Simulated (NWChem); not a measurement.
System: C2H6O2Si; SMILES O[SiH]1COC1

Input file for NWChem:

```
start job
memory heap 200 mb stack 900 mb global 1100 mb
geometry units angstroms noautosym nocenter noautoz
  O     -0.540288    -2.029096     0.000000
  Si     0.355017    -0.606836     0.000000
  C     -0.102224     0.847648    -1.139310
  O      0.131964     1.721342     0.000000
  C     -0.102224     0.847648     1.139310
  H     -0.028746    -2.855348     0.000000
  H      1.828932    -0.932945     0.000000
  H     -1.167917     0.870922    -1.474745
  H      0.542791     1.144172    -1.992405
  H      0.542791     1.144172     1.992405
  H     -1.167917     0.870922     1.474745
end
basis spherical
  * library 6-31+g*
end
dft
  xc xcamb88 1.00 lyp 0.81 vwn_5 0.19 hfexch 1.00
  cam 0.33 cam_alpha 0.19 cam_beta 0.46
  iterations 150
end
property
  response 1 0.0
end
task dft property
```

Parts of the log:

```
             Northwest Computational Chemistry Package (NWChem) 7.3.0
             --------------------------------------------------------

                             Geometry "geometry" -> ""
                             -------------------------

 Output coordinates in angstroms (scale by  1.889725989 to convert to a.u.)

  No.       Tag          Charge          X              Y              Z
 ---- ---------------- ---------- -------------- -------------- --------------
    1 O                    8.0000    -0.54028800    -2.02909600     0.00000000
    2 Si                  14.0000     0.35501700    -0.60683600     0.00000000
    3 C                    6.0000    -0.10222400     0.84764800    -1.13931000
    4 O                    8.0000     0.13196400     1.72134200     0.00000000
    5 C                    6.0000    -0.10222400     0.84764800     1.13931000
    6 H                    1.0000    -0.02874600    -2.85534800     0.00000000
    7 H                    1.0000     1.82893200    -0.93294500     0.00000000
    8 H                    1.0000    -1.16791700     0.87092200    -1.47474500
    9 H                    1.0000     0.54279100     1.14417200    -1.99240500
   10 H                    1.0000     0.54279100     1.14417200     1.99240500
   11 H                    1.0000    -1.16791700     0.87092200     1.47474500

 Effective nuclear repulsion energy (a.u.)     238.0929242865

                              NWChem Property Module
                              ----------------------

                                 NWChem DFT Module
                                 -----------------

 Summary of "ao basis" -> "ao basis" (spherical)
 ------------------------------------------------------------------------------
       Tag                 Description            Shells   Functions and Types
 ---------------- ------------------------------  ------  ---------------------
 O                          6-31+g*                  8       18   4s3p1d
 Si                         6-31+g*                 10       22   5s4p1d
 C                          6-31+g*                  8       18   4s3p1d
 H                          6-31+g*                  2        2   2s

            General Information
            -------------------
          SCF calculation type: DFT
          Wavefunction type:  closed shell.
          No. of atoms     :    11
          No. of electrons :    48
           Alpha electrons :    24
            Beta electrons :    24
          Charge           :     0
          Spin multiplicity:     1
          Use of symmetry is: off; symmetry adaption is: off
          Maximum number of iterations: 150
          AO basis - number of functions:   106
                     number of shells:    54
          Convergence on energy requested:  1.00D-06
          Convergence on density requested:  1.00D-05
          Convergence on gradient requested:  5.00D-04

              XC Information
              --------------
                     Hartree-Fock (Exact) Exchange  1.000
                   CAM-Becke88 Exchange Functional  1.000
                      VWN V Correlation Functional  0.190 local
              Lee-Yang-Parr Correlation Functional  0.810

           Range-Separation Parameters
           ---------------------------
           Alpha           :  0.19
           Beta            :  0.46
           Gamma           :  0.33
           Short-Range HF  :     F

             Grid Information
             ----------------
          Grid used for XC integration:  medium
          Radial quadrature: Mura-Knowles
          Angular quadrature: Lebedev.
          Tag              B.-S. Rad. Rad. Pts. Rad. Cut. Ang. Pts.
          ---              ---------- --------- --------- ---------
          O                   0.60       49          12.0       434
          Si                  1.10       88          11.0       590
          C                   0.70       49          12.0       434
          H                   0.35       45          12.0       434
          Grid pruning is: on
          Number of quadrature shells:   554
          Spatial weights used:  Erf1

      Superposition of Atomic Density Guess
      -------------------------------------

 Sum of atomic energies:        -516.64764004

      Non-variational initial energy
      ------------------------------

 Total energy =    -518.908400
 1-e energy   =   -1183.769736
 2-e energy   =     426.768411
 HOMO         =      -0.306439
 LUMO         =       0.012245

   convergence    iter        energy       DeltaE   RMS-Dens  Diis-err
 ---------------- ----- ----------------- --------- --------- ---------
 d= 0,ls=0.0,diis     1   -519.5585141589 -7.58D+02  1.51D-02  7.95D-01
 d= 0,ls=0.0,diis     2   -519.5663824561 -7.87D-03  7.02D-03  8.93D-01
 d= 0,ls=0.0,diis     3   -519.6468482577 -8.05D-02  1.06D-03  3.01D-02
 d= 0,ls=0.0,diis     4   -519.6496840553 -2.84D-03  2.91D-04  6.28D-04
 d= 0,ls=0.0,diis     5   -519.6497493679 -6.53D-05  1.10D-04  1.43D-04
  Resetting Diis
 d= 0,ls=0.0,diis     6   -519.6497653632 -1.60D-05  4.20D-05  1.60D-05
 d= 0,ls=0.0,diis     7   -519.6497669561 -1.59D-06  2.12D-05  2.00D-06
 d= 0,ls=0.0,diis     8   -519.6497669257  3.04D-08  1.01D-05  2.84D-06
 d= 0,ls=0.0,diis     9   -519.6497671965 -2.71D-07  1.81D-06  3.90D-08

[...]

 DFT Linear Response polarizability / au
 Frequency  =       0.0000000 / au
              X              Y              Z
 -----------------------------------------------
 X      49.6249441     -1.4667158      0.0000000
 Y      -1.4667046     57.3647500     -0.0000000
 Z       0.0000000     -0.0000000     52.2112548
 -----------------------------------------------
 Eigenvalues =      49.3563202     57.6333739     52.2112548
 Isotropic   =      53.0669830
 Anisotropic =       7.2821578
 -----------------------------------------------

 Magnetic Dipole Response Matrix (nonzero elements):

 Exiting AOResponse driver routine
```

Level: CAM-B3LYP/6-31+G* (spherical d). Geometry: optimised at PBE-D3(BJ)/def2-SVP.
